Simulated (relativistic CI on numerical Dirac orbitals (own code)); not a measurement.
Spin-allowed bands of a d2 ion in an octahedral site, by hand

Problem. Take Δ = 9000 cm⁻¹ and B = 440 cm⁻¹ for a d2 ion in an octahedral site. Calculate the three spin-allowed bands.

Working.
1. The terms of highest spin are 3F (energy 0) and 3P (15B = 6600 cm⁻¹). Here the F term splits into A2 at +1.2Δ = 10800, T2 at +0.2Δ = 1800 and T1 at −0.6Δ = -5400 cm⁻¹.
2. The two T1 states mix through the element 0.4Δ: H = [[-5400, 3600], [3600, 6600]], with roots ½(H₁₁ + H₂₂) ∓ ½√[(H₂₂ − H₁₁)² + 4H₁₂²] = ½(1200) ∓ ½(13994) = -6397 and 7597 cm⁻¹.
3. The ground term is 3T1 at -6397 cm⁻¹.
4. Bands: 3T2 8197 cm⁻¹ (1220 nm), 3T1(P) 13994 cm⁻¹ (715 nm), 3A2 17197 cm⁻¹ (581 nm).

Check. Exact diagonalisation of the whole d2 shell with these parameters gives 3T2 8197, 3T1 13994, 3A2 17197 cm⁻¹. The match is exact, since without spin-orbit coupling no other term has this spin. The ratio of the second band to the first, 1.707, depends on Δ/B = 20.5 alone, which is how a Tanabe-Sugano diagram is read.
